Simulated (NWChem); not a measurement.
The numbers come from NWChem runs, not from measurements. System: HF₂, charge -1, spin multiplicity 3, at the geometry of a parent with another charge or spin, in a state set for the comparison that need not be this species' ground state. Its SCF solution wasn't tested for a lower state.

Job file:

```
start mol
memory heap 200 mb stack 800 mb global 1000 mb
charge -1
geometry units angstroms nocenter noautoz
  F      0.000000     0.000000     1.162433
  H      0.000000     0.000000     0.000000
  F      0.000000     0.000000    -1.162433
  symmetry group D2h
end
basis spherical
  * library def2-tzvpd
end
dft
  xc xpbe96 cpbe96
  odft
  mult 3
  semidirect memsize 60000000 filesize 0
  iterations 100
end
task dft energy
```

The output up to the point where the run's verdict is printed (cleaned and shortened):

```
             Northwest Computational Chemistry Package (NWChem) 7.3.0
             --------------------------------------------------------

                                NWChem Input Module
                                -------------------

 Scaling coordinates for geometry "geometry" by  1.889725989
 (inverse scale =  0.529177249)

 Turning off AUTOSYM since
 SYMMETRY directive was detected!

                             Geometry "geometry" -> ""
                             -------------------------

 Output coordinates in angstroms (scale by  1.889725989 to convert to a.u.)

  No.       Tag          Charge          X              Y              Z
 ---- ---------------- ---------- -------------- -------------- --------------
    1 F                    9.0000     0.00000000     0.00000000     1.16243300
    2 H                    1.0000     0.00000000     0.00000000     0.00000000
    3 F                    9.0000     0.00000000     0.00000000    -1.16243300

 Effective nuclear repulsion energy (a.u.)      26.6310996561

            Nuclear Dipole moment (a.u.)
            ----------------------------
        X                 Y               Z
 ---------------- ---------------- ----------------
     0.0000000000     0.0000000000     0.0000000000

      Symmetry information
      --------------------

 Group name             D2h
 Group number             26
 Group order               8
 No. of unique centers     2

      Symmetry unique atoms

     1    2


 Summary of "ao basis" -> "" (spherical)
 ------------------------------------------------------------------------------
       Tag                 Description            Shells   Functions and Types
 ---------------- ------------------------------  ------  ---------------------
 *                         def2-tzvpd                 on all atoms

  pbe96 is a nonlocal functional; adding pw91lda local functional.

                                 NWChem DFT Module
                                 -----------------

 Summary of "ao basis" -> "ao basis" (spherical)
 ------------------------------------------------------------------------------
[...]
  Singularity in Pulay matrix. Error and Fock matrices removed.
 d= 0,ls=0.5,diis    83   -199.9671312961 -2.18D-08  3.99D-05  5.71D-08    12.6
                                                     1.82D-09  3.57D-08
 d= 0,ls=0.5,diis    84   -199.9671313148 -1.87D-08  3.70D-05  4.93D-08    12.8
                                                     1.24D-09  3.09D-08
  Singularity in Pulay matrix. Error and Fock matrices removed.
  Singularity in Pulay matrix. Error and Fock matrices removed.
 d= 0,ls=0.5,diis    85   -199.9671313309 -1.62D-08  3.45D-05  4.26D-08    12.9
                                                     3.57D-09  2.67D-08
  Singularity in Pulay matrix. Error and Fock matrices removed.
  Singularity in Pulay matrix. Error and Fock matrices removed.
 d= 0,ls=0.5,diis    86   -199.9671313448 -1.39D-08  3.21D-05  3.70D-08    13.1
                                                     3.31D-09  2.32D-08
  Singularity in Pulay matrix. Error and Fock matrices removed.
 d= 0,ls=0.5,diis    87   -199.9671313569 -1.21D-08  2.98D-05  3.21D-08    13.2
                                                     3.03D-09  2.01D-08
  Singularity in Pulay matrix. Error and Fock matrices removed.
  Singularity in Pulay matrix. Error and Fock matrices removed.
 d= 0,ls=0.5,diis    88   -199.9671313673 -1.04D-08  2.77D-05  2.79D-08    13.3
                                                     4.52D-09  1.75D-08
  Singularity in Pulay matrix. Error and Fock matrices removed.
  Singularity in Pulay matrix. Error and Fock matrices removed.
 d= 0,ls=0.5,diis    89   -199.9671313764 -9.03D-09  2.57D-05  2.42D-08    13.5
                                                     2.81D-08  1.52D-08
  Singularity in Pulay matrix. Error and Fock matrices removed.
 d= 0,ls=0.5,diis    90   -199.9671313840 -7.64D-09  2.43D-05  2.15D-08    13.6
                                                     2.41D-08  1.35D-08
 d= 0,ls=0.5,diis    91   -199.9671313910 -7.00D-09  2.24D-05  1.82D-08    13.7
                                                     1.50D-09  1.14D-08
  Singularity in Pulay matrix. Error and Fock matrices removed.
  Singularity in Pulay matrix. Error and Fock matrices removed.
 d= 0,ls=0.5,diis    92   -199.9671313969 -5.92D-09  2.08D-05  1.57D-08    13.8
                                                     4.59D-09  9.87D-09
 d= 0,ls=0.5,diis    93   -199.9671314020 -5.13D-09  1.93D-05  1.36D-08    13.9
                                                     1.55D-09  8.49D-09
 d= 0,ls=0.5,diis    94   -199.9671314064 -4.40D-09  1.80D-05  1.17D-08    14.1
                                                     1.89D-09  7.35D-09
 d= 0,ls=0.5,diis    95   -199.9671314103 -3.82D-09  1.67D-05  1.01D-08    14.2
                                                     4.14D-10  6.34D-09
  Singularity in Pulay matrix. Error and Fock matrices removed.
 d= 0,ls=0.5,diis    96   -199.9671314136 -3.29D-09  1.56D-05  8.77D-09    14.3
                                                     4.16D-09  5.49D-09
  Singularity in Pulay matrix. Error and Fock matrices removed.
 d= 0,ls=0.5,diis    97   -199.9671314164 -2.86D-09  1.44D-05  7.55D-09    14.5
                                                     9.13D-10  4.73D-09
  Singularity in Pulay matrix. Error and Fock matrices removed.
  Singularity in Pulay matrix. Error and Fock matrices removed.
  Singularity in Pulay matrix. Error and Fock matrices removed.
  Singularity in Pulay matrix. Error and Fock matrices removed.
 d= 0,ls=0.5,diis    98   -199.9671314189 -2.45D-09  1.34D-05  6.54D-09    14.6
                                                     2.86D-09  4.10D-09
 d= 0,ls=0.5,diis    99   -199.9671314210 -2.14D-09  1.24D-05  5.64D-09    14.8
                                                     1.87D-09  3.54D-09
 d= 0,ls=0.5,diis   100   -199.9671314228 -1.83D-09  1.16D-05  4.90D-09    14.9
                                                     1.23D-09  3.07D-09
```

The run did not converge; its last values are not results. The next line reads: Calculation failed to converge. NWChem stopped with the message: dft energy failed.
